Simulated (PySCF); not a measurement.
Isomers of C5H14AlN. Method used: PySCF, PBE0-D3(BJ)/def2-SVP geometry optimisation, gas phase. Energies are electronic, without zero-point or thermal terms, for one conformer each. No frequencies were run at this level. Point groups hold within 0.08 Å.

Task: Rank from lowest to highest electronic energy at this level (kcal/mol).
A. `[CH3:1][N@@H+:2]([AlH3-:3])[CH:4]1[CH2:5][CH2:6][CH2:7]1` with C1–N2–C4–C5 169°, N2–C4–C5–C6 -143°, C4–C5–C6–C7 20°, C5–C6–C7–C4 -20°, N2–C4–C7–C6 142°
B. `[CH3:1][CH2:2][CH2:3][AlH:4][N:5]([CH3:6])[CH3:7]` with C1–C2–C3–Al4 -179°, C2–C3–Al4–N5 69°
C. `[CH3:1][CH2:2][Al@@H-:3]([NH3+:4])[CH:5]1[CH2:6][CH2:7]1` with C1–C2–Al3–N4 54°, C2–Al3–C5–C6 120°
D. `[CH2:1]=[CH:2][Al@H-:3]([NH3+:4])[CH:5]([CH3:6])[CH3:7]` with C1–C2–Al3–N4 117°, C2–Al3–C5–C6 -173°

Result: B (0.0), C (8.9), D (9.9), A (23.2).

As drawn, the highest has a four-membered ring and an N–H bond, which the lowest lacks. Neighbours under 2.5 kcal/mol apart (C[CH2][Al@@H-]([NH3+])[CH]1CC1 and C=[CH][Al@H-]([NH3+])[CH](C)C) can change places with a better method, another conformer or zero-point energy.

```json
{"SMILES": "CC[CH2][AlH][N](C)C", "E (Eh)": "-495.48802", "E rel (kcal/mol)": "0.0", "dipole (D)": "0.87", "point group": "C1", "A, B, C (MHz)": "4242, 932.9, 816.4"}
{"SMILES": "C[CH2][Al@@H-]([NH3+])[CH]1CC1", "E (Eh)": "-495.47389", "E rel (kcal/mol)": "8.9", "dipole (D)": "4.96", "point group": "C1", "A, B, C (MHz)": "3850, 1050, 895.7"}
{"SMILES": "C=[CH][Al@H-]([NH3+])[CH](C)C", "E (Eh)": "-495.47231", "E rel (kcal/mol)": "9.9", "dipole (D)": "4.94", "point group": "C1", "A, B, C (MHz)": "2420, 1370, 1154"}
{"SMILES": "C[N@@H+]([AlH3-])C1CCC1", "E (Eh)": "-495.45106", "E rel (kcal/mol)": "23.2", "dipole (D)": "5.68", "point group": "C1", "A, B, C (MHz)": "3554, 1355, 1050"}
```

Task: How do the relative energies change in single points at PBE/pcSseg-1 (no added dispersion term) on the same geometries?

Result: 
```tsv
SMILES	PBE0-D3(BJ)/def2-SVP (kcal/mol)	PBE/pcSseg-1 (kcal/mol)	shift
CC[CH2][AlH][N](C)C	0.0	0.0	0.0
C[CH2][Al@@H-]([NH3+])[CH]1CC1	8.9	11.2	+2.3
C=[CH][Al@H-]([NH3+])[CH](C)C	9.9	9.7	-0.2
C[N@@H+]([AlH3-])C1CCC1	23.2	28.0	+4.8
```

Each column counts from its own lowest isomer. The lowest isomer stays, but the order above it changes; the largest shift is 4.8 kcal/mol.

Task: As an exercise, what shares would exp(−E/RT) give at 2000 K from these electronic energies alone (no entropy, no degeneracies)?

Result: RT = 3.974 kcal/mol: CC[CH2][AlH][N](C)C 83.8 %, C[CH2][Al@@H-]([NH3+])[CH]1CC1 9.0 %, C=[CH][Al@H-]([NH3+])[CH](C)C 7.0 %, C[N@@H+]([AlH3-])C1CCC1 0.2 %.
